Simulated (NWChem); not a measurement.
## Ionisation of F2O2W

```xyz
5

W      0.0000     0.0000     0.0150
O      0.0000    -1.3613     1.0397
O      0.0000     1.3613     1.0397
F      1.5759     0.0000    -0.9858
F     -1.5759     0.0000    -0.9858
```
Charge 0, spin multiplicity 1.

All runs are NWChem calculations. Structure: optimised with B3LYP/def2-SVP with def2 effective core potentials on W, a minimum by its harmonic frequencies.

Basis set: def2-TZVP. −ε marks an orbital energy of the parent.

Effective core potentials replace the inner electrons of W; spin-orbit coupling is left out. B3LYP has NWChem's definition, with VWN1-RPA local correlation. The structure started from a generated list of species.

**Question.** One of these methods gave a first vertical ionisation energy of 11.44 eV. Which?
A. −ε(HOMO) of B3LYP
B. −ε(HOMO) of BHandHLYP
C. −ε(HOMO) of PBE
D. −ε(HOMO) of HF

**Answer.** B, −ε(HOMO) of BHandHLYP. The others give 13.92 (−ε(HOMO) of HF), 9.58 (−ε(HOMO) of B3LYP), 8.17 (−ε(HOMO) of PBE).
